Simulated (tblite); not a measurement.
Task: Write Cartesian coordinates for `CO[SiH2]CC=C=O` as optimised with GFN2-xTB.

Result: 
```
atom  x, y, z in Å
C1    -2.4279    0.4757    0.9502
O2    -1.1903   -0.0340    0.5545
Si3   -0.5894   -0.1777   -0.9440
C4     1.1303   -0.9241   -0.6215
C5     1.9569   -0.0511    0.2856
C6     3.0140    0.5867   -0.0894
O7     3.9795    1.1507   -0.4307
H8    -2.5181    1.5293    0.6765
H9    -2.5031    0.3772    2.0337
H10   -3.2450   -0.0764    0.4805
H11   -0.4926    1.1239   -1.6115
H12   -1.4059   -1.0792   -1.7658
H13    1.6428   -1.0515   -1.5728
H14    1.0399   -1.9129   -0.1697
H15    1.6046    0.0716    1.2959
```

Orientation and origin are arbitrary. Atoms count from 1 in this order. The 2 C–C bonds span 1.290 Å (C5=C6, drawn double) to 1.506 Å (C4–C5, drawn single), a spread of 0.216 Å. The C–O distances run from 1.169 Å (C6=O7, drawn double) to 1.396 Å (C1–O2, drawn single), a spread of 0.227 Å. Si3 (oxygen-bound silicon) is distorted tetrahedral (angles from 102.3° to 111.5°).

Bonds between heavy atoms (Å): C1–O2 1.396, O2–Si3 1.621, Si3–C4 1.902, C4–C5 1.506, C5=C6 1.290, C6=O7 1.169.

Computed geometry: GFN2-xTB, gas phase.

Point group: C1 (no symmetry element, even within 0.4 Å). Its GFN2-xTB frequencies are all real (lowest 32 cm⁻¹). One conformer, not necessarily the lowest (C1–O2–Si3–C4 179°, O2–Si3–C4–C5 -58°, Si3–C4–C5–C6 -112°). 3 starts were optimised and ended at 0.00, 0.07 and 1.06 kcal/mol (GFN2-xTB); the lowest of these is shown.

The run took 0.56 s on one thread of an Arm Neoverse V1, no GPU, shared host with 32 logical CPUs at a one-minute load of 29. This is the geometry optimisation.
